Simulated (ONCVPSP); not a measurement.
# ruthenium (Ru): one change to an ONCV potential, before and after

* Element: ruthenium
* Generator: ONCVPSP 4.0.1
* Type: optimised norm-conserving Vanderbilt (ONCV)
* Functional: LDA (Perdew-Wang 92)
* Relativity: scalar-relativistic
* Frozen core: [Ar] 3d10
* Valence charge: 16
* Reference configuration: 4s2 4p6 4d5 (charge +3)
* Partial waves: 4s: rc 1.50 bohr, ncon 3, nbas 8, qcut 10.3 1/bohr, 2 projectors, debl 3.9 Ha; 4p: rc 1.90 bohr, ncon 4, nbas 8, qcut 8 1/bohr, 2 projectors, debl 1.3 Ha; 4d: rc 1.60 bohr, ncon 5, nbas 10, qcut 8.2 1/bohr, 2 projectors, debl 1.8 Ha
* Local potential: polynomial inside 1.35 bohr (lpopt 4, dvloc0 0 Ha)
* Core correction: Teter function, parameters optimised by the program

In the s channel the program set the typed energies aside and used -4.084, 0.250 Ha. In the p channel the program set the typed energies aside and used -2.971, 0.050 Ha.

Change: local potential polynomial inside 1.35 bohr (lpopt 4, dvloc0 8 Ha).

Cutoffs: the cutoffs (Ha) at which the residual kinetic energy of the hardest occupied pseudo-wave falls to 1 and 0.1 mHa per electron; they do not see the model core or the augmentation charge, which bear on the density cutoff. Errors are all-electron minus pseudo energies relative to the spin-unpolarised reference configuration.

**Question.** How do hardness, ghosts and transferability respond?

**Answer.** The potential gets neither clearly harder nor softer (32 Ha and 38 Ha → 32 Ha and 38 Ha); a bound ghost appears in s, which as a rule spoils a file; the number of tests with a reliable result goes from 4 to 2; the range in which the s phases agree narrows (upper end at the end of the scan → -0.6). In the separable form a ghost depends on how the local part lies against the semilocal potential of the channel, so the choice of the local part can create or remove one.

| quantity | base | changed |
| --- | --- | --- |
| cutoff, loose | 32 Ha | 32 Ha |
| cutoff, tight | 38 Ha | 38 Ha |
| bound ghosts | none | s |
| GHOST(+) flags under 300 eV | none | none |
| tests with a reliable result | 4 of 4 | 2 of 4 |
| error for 4s2 4p6 4d7, meV [ΔE -49.29 eV] | +4.0 | +6.3 |
| error for 4s2 4p6 4d6, meV [ΔE -30.85 eV] | +3.0 | +4.2 |
| s: phases at 1.52 bohr within 0.05 rad from the reference energy up to (Ha; the scan ends near 5) | to the end of the scan | -0.6 |
| p: phases at 1.93 bohr within 0.05 rad from the reference energy up to (Ha; the scan ends near 5) | to the end of the scan | to the end of the scan |
| d: phases at 1.62 bohr within 0.05 rad from the reference energy up to (Ha; the scan ends near 5) | to the end of the scan | to the end of the scan |
| rms error of d²Exc/dni dnj with the model core, mHa | 0.36 | 0.37 |

 A true bound ghost makes a file unfit for plane-wave use even where its test errors are small: the radial tests pick states by their node count and pass the ghost by.
